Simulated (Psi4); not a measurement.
Input file for Psi4: SAPT0/jun-cc-pV(D+d)Z on CH4F2O (a complex), monomers drawn apart or pushed together.

```
memory 2025 MB

molecule dimer {
0 1
O     0.24599637    0.28892396   -0.05210332
H     0.38210262   -0.47114322   -0.62652152
H    -0.54111725    0.08411645    0.46665587
--
0 1
F     0.70278965   -0.68678443    3.52931209
C     0.30634513    0.45803913    2.91035086
F    -0.94594462    0.24445587    2.38550052
H     0.98411796    0.67510182    2.08625527
H     0.22865430    1.25222411    3.65332845
units angstrom
symmetry c1
no_reorient
no_com
}

set {
  basis jun-cc-pV(D+d)Z
  scf_type df
  freeze_core true
}

energy('sapt0')
```

Output:

```
[...]
==> Input File <==

--------------------------------------------------------------------------
memory 2025 MB

molecule dimer {
0 1
O     0.24599637    0.28892396   -0.05210332
H     0.38210262   -0.47114322   -0.62652152
H    -0.54111725    0.08411645    0.46665587
--
0 1
F     0.70278965   -0.68678443    3.52931209
C     0.30634513    0.45803913    2.91035086
F    -0.94594462    0.24445587    2.38550052
H     0.98411796    0.67510182    2.08625527
H     0.22865430    1.25222411    3.65332845
units angstrom
symmetry c1
no_reorient
no_com
}

set {
  basis jun-cc-pV(D+d)Z
  scf_type df
  freeze_core true
}

energy('sapt0')
--------------------------------------------------------------------------


   => Loading Basis Set <=

    Name: JUN-CC-PV(D+D)Z
    Role: ORBITAL
    Keyword: BASIS
    atoms 1        entry O          line   256 file jun-cc-pv_dpd_z.gbs
    atoms 2-3, 7-8 entry H          line    60 file jun-cc-pv_dpd_z.gbs
    atoms 4, 6     entry F          line   290 file jun-cc-pv_dpd_z.gbs
    atoms 5        entry C          line   188 file jun-cc-pv_dpd_z.gbs

   => Loading Basis Set <=

    Name: JUN-CC-PV(D+D)Z
    Role: ORBITAL
    Keyword: BASIS
    atoms 1        entry O          line   256 file jun-cc-pv_dpd_z.gbs
    atoms 2-3, 7-8 entry H          line    60 file jun-cc-pv_dpd_z.gbs
    atoms 4, 6     entry F          line   290 file jun-cc-pv_dpd_z.gbs
    atoms 5        entry C          line   188 file jun-cc-pv_dpd_z.gbs


  //>>>>>>>>>>>>>>>>>>>>>>>>>>>>>>>>>>>//
  //              Dimer HF             //
  //<<<<<<<<<<<<<<<<<<<<<<<<<<<<<<<<<<<//

   => Libint2 <=

    Primary   basis highest AM E, G, H:  7, 6, 3
    Auxiliary basis highest AM E, G, H:  7, 7, 4
    Onebody   basis highest AM E, G, H:  -, -, -
    Solid Harmonics ordering:            Gaussian


   => Loading Basis Set <=

    Name: JUN-CC-PV(D+D)Z
    Role: ORBITAL
    Keyword: BASIS
    atoms 1        entry O          line   256 file jun-cc-pv_dpd_z.gbs
    atoms 2-3, 7-8 entry H          line    60 file jun-cc-pv_dpd_z.gbs
    atoms 4, 6     entry F          line   290 file jun-cc-pv_dpd_z.gbs
    atoms 5        entry C          line   188 file jun-cc-pv_dpd_z.gbs


         ---------------------------------------------------------
                                   SCF
               by Justin Turney, Rob Parrish, Andy Simmonett
                          and Daniel G. A. Smith
                              RHF Reference
                        1 Threads,   1931 MiB Core
         ---------------------------------------------------------

  ==> Geometry <==

    Molecular point group: c1
    Full point group: C1

    Geometry (in Angstrom), charge = 0, multiplicity = 1:

       Center              X                  Y                   Z               Mass
    ------------   -----------------  -----------------  -----------------  -----------------
         O            0.245996370000     0.288923960000    -0.052103320000    15.994914619570
         H            0.382102620000    -0.471143220000    -0.626521520000     1.007825032230
         H           -0.541117250000     0.084116450000     0.466655870000     1.007825032230
         F            0.702789650000    -0.686784430000     3.529312090000    18.998403162730
         C            0.306345130000     0.458039130000     2.910350860000    12.000000000000
         F           -0.945944620000     0.244455870000     2.385500520000    18.998403162730
         H            0.984117960000     0.675101820000     2.086255270000     1.007825032230
         H            0.228654300000     1.252224110000     3.653328450000     1.007825032230

  Running in c1 symmetry.

  Rotational constants: A =      0.37376  B =      0.03535  C =      0.03371 [cm^-1]
  Rotational constants: A =  11205.05844  B =   1059.76094  C =   1010.46582 [MHz]
  Nuclear repulsion =  130.807871090013776

  Charge       = 0
  Multiplicity = 1
  Electrons    = 36
  Nalpha       = 18
  Nbeta        = 18

  ==> Algorithm <==

  SCF Algorithm Type is DF.
  DIIS enabled.
  MOM disabled.
  Fractional occupation disabled.
  Guess Type is SAD.
  Energy threshold   = 1.00e-08
  Density threshold  = 1.00e-08
  Integral threshold = 1.00e-12

  ==> Primary Basis <==

  Basis Set: JUN-CC-PV(D+D)Z
    Blend: JUN-CC-PV(D+D)Z
    Number of shells: 44
    Number of basis functions: 92
    Number of Cartesian functions: 96
    Spherical Harmonics?: true
    Max angular momentum: 2

   => Loading Basis Set <=

    Name: (JUN-CC-PV(D+D)Z AUX)
    Role: JKFIT
    Keyword: DF_BASIS_SCF
    atoms 1        entry O          line   258 file jun-cc-pvdz-jkfit.gbs
    atoms 2-3, 7-8 entry H          line    70 file jun-cc-pvdz-jkfit.gbs
    atoms 4, 6     entry F          line   314 file jun-cc-pvdz-jkfit.gbs
    atoms 5        entry C          line   146 file jun-cc-pvdz-jkfit.gbs

  ==> Integral Setup <==

  DFHelper Memory: AOs need 0.028 GiB; user supplied 1.414 GiB.
  SCF_SUBTYPE=INCORE selected. In-core MEM_DF algorithm
[...]
Energy =             76.8056199967255395
    One-Electron Energy =                -483.2609314546020300
    Two-Electron Energy =                 168.5323889382389098
    Total Energy =                       -237.9229225196376092

Computation Completed


Properties will be evaluated at   0.000000,   0.000000,   0.000000 [a0]

Properties computed using the SCF density matrix


 Multipole Moments:

 ------------------------------------------------------------------------------------
     Multipole            Electronic (a.u.)      Nuclear  (a.u.)        Total (a.u.)
 ------------------------------------------------------------------------------------

 L = 1.  Multiply by 2.5417464519 to convert [e a0] to [Debye]
 Dipole X            :         -1.1025825            1.6297911            0.5272086
 Dipole Y            :         -0.5053711            1.3126107            0.8072396
 Dipole Z            :       -144.4893256          144.4412209           -0.0481047
 Magnitude           :                                                    0.9653490

 ------------------------------------------------------------------------------------

  Constructing Basis Sets for SAPT...

   => Loading Basis Set <=

    Name: (JUN-CC-PV(D+D)Z AUX)
    Role: RIFIT
    Keyword: DF_BASIS_SAPT
    atoms 1        entry O          line   188 file jun-cc-pvdz-ri.gbs
    atoms 2-3, 7-8 entry H          line    30 file jun-cc-pvdz-ri.gbs
    atoms 4, 6     entry F          line   232 file jun-cc-pvdz-ri.gbs
    atoms 5        entry C          line   100 file jun-cc-pvdz-ri.gbs

   => Loading Basis Set <=

    Name: (JUN-CC-PV(D+D)Z AUX)
    Role: JKFIT
    Keyword: DF_BASIS_ELST
    atoms 1        entry O          line   258 file jun-cc-pvdz-jkfit.gbs
    atoms 2-3, 7-8 entry H          line    70 file jun-cc-pvdz-jkfit.gbs
    atoms 4, 6     entry F          line   314 file jun-cc-pvdz-jkfit.gbs
    atoms 5        entry C          line   146 file jun-cc-pvdz-jkfit.gbs


  //>>>>>>>>>>>>>>>>>>>>>>>>>>>>>>>>>>>//
  //               SAPT0               //
  //<<<<<<<<<<<<<<<<<<<<<<<<<<<<<<<<<<<//



        SAPT0
    Ed Hohenstein
     6 June 2009

      Orbital Information
  --------------------------
    NSO        =        92
    NMO        =        92
    NRI        =       316
    NRI (Elst) =       408
    NOCC A     =         5
    NOCC B     =        13
    FOCC A     =         1
    FOCC B     =         3
    NVIR A     =        87
    NVIR B     =        79

    Elst10,r            =    -0.013570936010 [Eh]
    Exch10              =     0.014495923002 [Eh]
    Exch10 (S^2)        =     0.014429504965 [Eh]

    Maxiter = 50
    CPHF R converge = 1.000000E-08

    Iter     Energy [mEh]          dE [mEh]         Residual      Time [s]
       1      -2.48024345       2.480243455     7.571245e-03             0
       2      -3.09238678       0.612143323     1.669030e-03             0
       3      -3.07895006      -0.013436715     7.534852e-04             0
       4      -3.07156970      -0.007380363     1.983919e-04             0
       5      -3.07262811       0.001058408     5.046299e-05             0
       6      -3.07309538       0.000467274     1.075234e-05             0
       7      -3.07293376      -0.000161620     1.900768e-06             0
       8      -3.07295550       0.000021738     3.772292e-07             0
       9      -3.07295268      -0.000002816     7.000458e-08             0
      10      -3.07295295       0.000000264     1.522369e-08             0
      11      -3.07295296       0.000000015     3.144464e-09             0

    CHF Iterations converged

    Maxiter = 50
    CPHF R converge = 1.000000E-08

    Iter     Energy [mEh]          dE [mEh]         Residual      Time [s]
       1      -1.69464929       1.694649287     7.874000e-03             0
       2      -2.11933567       0.424686384     3.061155e-03             0
       3      -2.15403628       0.034700611     8.195107e-04             0
       4      -2.13938370      -0.014652586     1.661816e-04             0
       5      -2.13945074       0.000067043     4.755574e-05             0
       6      -2.13983975       0.000389008     1.532519e-05             0
       7      -2.13986778       0.000028031     4.669363e-06             0
       8      -2.13984307      -0.000024710     1.215191e-06             0
       9      -2.13983803      -0.000005035     2.239540e-07             0
      10      -2.13983984       0.000001810     3.969019e-08             0
      11      -2.13983964      -0.000000202     8.590165e-09             0

    CHF Iterations converged

    Ind20,r (A<-B)      =    -0.003072952963 [Eh]
    Ind20,r (B<-A)      =    -0.002139839641 [Eh]
    Ind20,r             =    -0.005212792604 [Eh]
    Exch-Ind20,r (A<-B) =     0.002673870964 [Eh]
    Exch-Ind20,r (B<-A) =     0.001015276134 [Eh]
    Exch-Ind20,r        =     0.003689147098 [Eh]
    Disp20              =    -0.003617944428 [Eh]
    Disp20 (SS)         =    -0.001808972214 [Eh]
    Disp20 (OS)         =    -0.001808972214 [Eh]
    Exch-Disp20         =     0.000682363895 [Eh]
    Exch-Disp20 (SS)    =     0.000370669452 [Eh]
    Exch-Disp20 (OS)    =     0.000311694443 [Eh]

    SAPT Results
  --------------------------------------------------------------------------------------------------------
    Electrostatics                -13.57093601 [mEh]      -8.51589091 [kcal/mol]     -35.63048759 [kJ/mol]
      Elst10,r                    -13.57093601 [mEh]      -8.51589091 [kcal/mol]     -35.63048759 [kJ/mol]

    Exchange                       14.49592300 [mEh]       9.09632901 [kcal/mol]      38.05904060 [kJ/mol]
      Exch10                       14.49592300 [mEh]       9.09632901 [kcal/mol]      38.05904060 [kJ/mol]
      Exch10(S^2)                  14.42950496 [mEh]       9.05465107 [kcal/mol]      37.88466007 [kJ/mol]

    Induction                      -2.62550659 [mEh]      -1.64753026 [kcal/mol]      -6.89326661 [kJ/mol]
      Ind20,r                      -5.21279260 [mEh]      -3.27107674 [kcal/mol]     -13.68618510 [kJ/mol]
      Exch-Ind20,r                  3.68914710 [mEh]       2.31497475 [kcal/mol]       9.68585437 [kJ/mol]
      delta HF,r (2)               -1.10186109 [mEh]      -0.69142827 [kcal/mol]      -2.89293588 [kJ/mol]

    Dispersion                     -2.93558053 [mEh]      -1.84210460 [kcal/mol]      -7.70736563 [kJ/mol]
      Disp20                       -3.61794443 [mEh]      -2.27029440 [kcal/mol]      -9.49891179 [kJ/mol]
      Exch-Disp20                   0.68236389 [mEh]       0.42818981 [kcal/mol]       1.79154616 [kJ/mol]
      Disp20 (SS)                  -1.80897221 [mEh]      -1.13514720 [kcal/mol]      -4.74945589 [kJ/mol]
      Disp20 (OS)                  -1.80897221 [mEh]      -1.13514720 [kcal/mol]      -4.74945589 [kJ/mol]
      Exch-Disp20 (SS)              0.37066945 [mEh]       0.23259859 [kcal/mol]       0.97319251 [kJ/mol]
      Exch-Disp20 (OS)              0.31169444 [mEh]       0.19559122 [kcal/mol]       0.81835365 [kJ/mol]

  Total HF                         -1.70051960 [mEh]      -1.06709216 [kcal/mol]      -4.46471359 [kJ/mol]
  Total SAPT0                      -4.63610013 [mEh]      -2.90919676 [kcal/mol]     -12.17207922 [kJ/mol]

  Special recipe for scaled SAPT0 (see Manual):
    Electrostatics sSAPT0         -13.57093601 [mEh]      -8.51589091 [kcal/mol]     -35.63048759 [kJ/mol]
    Exchange sSAPT0                14.49592300 [mEh]       9.09632901 [kcal/mol]      38.05904060 [kJ/mol]
    Induction sSAPT0               -2.57432906 [mEh]      -1.61541587 [kcal/mol]      -6.75890002 [kJ/mol]
    Dispersion sSAPT0              -2.92611447 [mEh]      -1.83616455 [kcal/mol]      -7.68251248 [kJ/mol]
  Total sSAPT0                     -4.57545654 [mEh]      -2.87114233 [kcal/mol]     -12.01285949 [kJ/mol]
  --------------------------------------------------------------------------------------------------------



*** Psi4 exiting successfully. Buy a developer a beer!
```

The run finished.

Cost: about 2.8 core-seconds (a rough figure).
